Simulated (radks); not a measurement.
Results of a calculation; reference values are marked as such.
Task: Species: Er7+. Configuration: [Kr] 4d10 4f10 5s2 5p3. Code: a radial shooting solver on a logarithmic mesh with Libxc functionals. Model: Dirac Kohn-Sham, exchange-only PBE, spin-unpolarised, spherical densities, finite nucleus; open shells fill j = l - 1/2 first; Fermi nuclear charge, rms radius 5.2516 fm. Some entries of the table are withheld. Estimate them.

| orbital | occ. | eigenvalue (eV) | <r^2> (bohr^2) | <1/r> (bohr^-1) |
|---|---|---|---|---|
| 1s1/2 | 2 | -57404.63 | 0.0005680 | (1) |
| 2s1/2 | 2 | -9729.282 | 0.008776 | 18.65 |
| 2p1/2 | 2 | (2) | 0.006329 | 18.63 |
| 2p3/2 | 4 | (3) | 0.007548 | 16.15 |
| 3s1/2 | 2 | -2264.357 | 0.05795 | (4) |
| 3p1/2 | 2 | -2064.022 | 0.05362 | 6.742 |
| 3p3/2 | 4 | -1871.454 | 0.06046 | 6.110 |
| 3d3/2 | 4 | -1528.387 | 0.04763 | 5.995 |
| 3d5/2 | 6 | -1486.298 | 0.04953 | 5.841 |
| 4s1/2 | 2 | -533.0395 | 0.2905 | (5) |
| 4p1/2 | 2 | -452.8536 | 0.3029 | 2.754 |
| 4p3/2 | 4 | -409.2327 | 0.3400 | 2.536 |
| 4d3/2 | 4 | -276.9844 | 0.3803 | 2.321 |
| 4d5/2 | 6 | -268.9916 | 0.3945 | 2.268 |
| 5s1/2 | 2 | -147.4708 | 1.512 | 1.155 |
| 5p1/2 | 2 | -122.9586 | (6) | 1.057 |
| 5p3/2 | 1 | -115.5017 | (7) | 0.9906 |
| 4f5/2 | 6 | -108.1964 | 0.6032 | 1.807 |
| 4f7/2 | 4 | -106.9233 | 0.6168 | 1.786 |
| 5d3/2 | 0 | -79.9892 | 2.891 | 0.8042 |
| 5d5/2 | 0 | -78.9456 | 2.972 | 0.7918 |
| 6s1/2 | 0 | -65.9728 | 5.951 | 0.5712 |

Result: 
(1) 1s1/2 <1/r> (bohr^-1): 77.54
(2) 2p1/2 eigenvalue (eV): -9273.335
(3) 2p3/2 eigenvalue (eV): -8356.395
(4) 3s1/2 <1/r> (bohr^-1): 6.825
(5) 4s1/2 <1/r> (bohr^-1): 2.861
(6) 5p1/2 <r^2> (bohr^2): 1.769
(7) 5p3/2 <r^2> (bohr^2): 1.967
